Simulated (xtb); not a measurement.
xtb input (GFN2-xTB):

```bash
xtb mol.xyz --gfn 2 --ohess tight --chrg 1 --uhf 0
```
mol.xyz:
```
14

C     -0.70356856    -1.74015566    -0.03678528
Si     0.03945303    -0.01895325    -0.21340122
C     -1.06257388     1.31473793    -0.81238074
O      1.50931812     0.13942730    -0.68336530
O      0.12413690     0.40004018     1.63591299
H     -1.60789805    -1.75375147     0.48400396
H     -0.85001236    -2.20568101    -0.99295060
H      0.03422452    -2.40086545     0.54239667
H     -0.48997242     2.26866076    -0.71415542
H     -2.00684337     1.37564411    -0.32147591
H     -1.25225838     1.16511974    -1.87178052
H      2.13865308    -0.59441111    -0.78319668
H      0.36613332    -0.22274282     2.29480373
H      0.51649073     1.25374884     1.83572436
```

End of the output:

```
       9    261.08    -0.49329 ( 99.87%)    -0.56679 (  0.13%)    -0.49339
      10    268.24    -0.47928 ( 99.88%)    -0.55879 (  0.12%)    -0.47938
   ------------------------------------------------------------------------

   temp. (K)  partition function   enthalpy   heat capacity  entropy
                                   cal/mol     cal/K/mol   cal/K/mol   J/K/mol
 298.15  VIB  0.101E+04             4469.050     26.022     28.093
         ROT  0.150E+06              888.752      2.981     26.669
         INT  0.152E+09             5357.802     29.003     54.762
         TR   0.870E+27             1481.254      4.968     39.489
         TOT                        6839.0560    33.9711    94.2517   394.3490

       T/K    H(0)-H(T)+PV         H(T)/Eh          T*S/Eh         G(T)/Eh
   ------------------------------------------------------------------------
    298.15    0.108987E-01    0.120453E+00    0.447820E-01    0.756714E-01
Note: The following floating-point exceptions are signalling: IEEE_UNDERFLOW_FLAG IEEE_DENORMAL
normal termination of xtb
   ------------------------------------------------------------------------

         :::::::::::::::::::::::::::::::::::::::::::::::::::::
         ::                  THERMODYNAMIC                  ::
         :::::::::::::::::::::::::::::::::::::::::::::::::::::
         :: total free energy         -18.292322072142 Eh   ::
         ::.................................................::
         :: total energy              -18.367993437227 Eh   ::
         :: zero point energy           0.109554650567 Eh   ::
         :: G(RRHO) w/o ZPVE           -0.033883285482 Eh   ::
         :: G(RRHO) contrib.            0.075671365085 Eh   ::
         :::::::::::::::::::::::::::::::::::::::::::::::::::::

optimized geometry written to: xtbopt.xyz

           -------------------------------------------------
          | TOTAL ENERGY              -18.367993437227 Eh   |
          | TOTAL ENTHALPY            -18.247540057222 Eh   |
          | TOTAL FREE ENERGY         -18.292322072142 Eh   |
          | GRADIENT NORM               0.000341246465 Eh/α |
          | HOMO-LUMO GAP               5.804032983008 eV   |
           -------------------------------------------------

------------------------------------------------------------------------
------------------------------------------------------------------------
 total:
 SCF:
 ANC optimizer:
 analytical hessian:
```

It need not be the lowest isomer of its formula.
